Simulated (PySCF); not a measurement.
**Dipole response of P⁻ (phosphorus, charge -1)**

[Ne] 3s2 3p4, high-spin 3P determinant. All numbers are calculated (PySCF 2.14, no relativity, point nucleus, in aug-cc-pV(D+d)Z (5s4p3d, 32 functions)). Coupled (time-dependent) response in atomic units; α is the mean over directions.

| method | mean α (bohr³) | α xx, yy, zz | C₆ (like pair) | S(−4) |
| --- | --- | --- | --- | --- |
| UHF | 52.57 | 41.48, 74.77, 41.48 | 562.2 | 1310 |

S(−4) is the Cauchy moment in α(ω) = α(0) + S(−4) ω² + …

α(iu) at UHF:

```
u (hartree)  α(iu) (bohr³)
          0          52.57
     0.0500          49.67
      0.100          43.69
      0.200          32.45
      0.300          24.31
      0.500          14.26
      0.750          8.079
       1.00          5.078
       1.50          2.504
       2.00          1.491
       3.00         0.7210
       5.00         0.2987
```

A single London oscillator, α(iu) = α/(1 + u²/ω²), gives C₆ = (3/4) ω α². Matching the computed C₆ needs ω = 4 × 562.2 / (3 × 52.57²) = 0.271 hartree.

For an ion, C₆ is the dispersion term alone; charge-induced terms of lower order in 1/R come first.

The components differ because the open shell of this determinant is not spherical; for a pure term their mean is the scalar polarisability.
